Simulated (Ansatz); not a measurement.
Ideal-gas functions of `BCBCl` at 400 K and 1 bar, from an Ansatz frequency run at PBE0-D4/def2-TZVP.

Molar mass 74.13 g/mol, point group C1 (symmetry number 1), electronic degeneracy 1, moments of inertia 26.499, 187.581, 190.377 u Å². Harmonic wavenumbers (cm⁻¹, unscaled): 65, 156, 251, 330, 684, 692, 777, 870, 905, 1012, 1027, 1082, 1093, 1223, 1245, 1406, 2581, 2652, 2665, 2999, 3146.

Use S(trans) = R[1.5 ln M + 2.5 ln T − 1.1517]; rotational temperatures θ = 24.2544 K / I; S(rot) = R[ln(√π/σ · √(T³/θAθBθC)) + 1.5]; for each mode x = 1.438777 ν̃/T, S = R[x/(eˣ − 1) − ln(1 − e⁻ˣ)] and H = RT x/(eˣ − 1); 1 cm⁻¹ = 0.0119627 kJ/mol; R = 8.31446 J/(mol·K).

**Question.** By hand: the entropy, in J/(mol·K).

**Answer.** Translation 168.7. Rotation: θ = 0.9153, 0.1293, 0.1274 K, giving 109.4. Vibration, mode by mode: 20.42, 13.23, 9.44, 7.36, 2.65, 2.59, 2.04, 1.56, 1.41, 1.04, 0.99, 0.85, 0.82, 0.56, 0.52, 0.32, 0.01, 0.01, 0.01, 0.00, 0.00, in all 65.8. Electronic 0.0. Sum 343.9 J/(mol·K).

**Question.** By hand: H − E and G − E in kJ/mol, counted from the electronic energy.

**Answer.** Zero-point energy ½ × 26861 × 0.0119627 = 160.7; thermal vibration 13.9; translation, rotation and pV give 4 RT = 13.3. H − E = 187.9 kJ/mol, and G − E = 187.9 − 400 × 343.9/1000 = 50.3 kJ/mol.

Vibration gives 19 % of the entropy, 20.4 J/(mol·K) of it from the mode under 150 cm⁻¹: soft modes count most, and the harmonic formula is weakest for them. The sum counts one conformer and one mirror image; others add a mixing term.
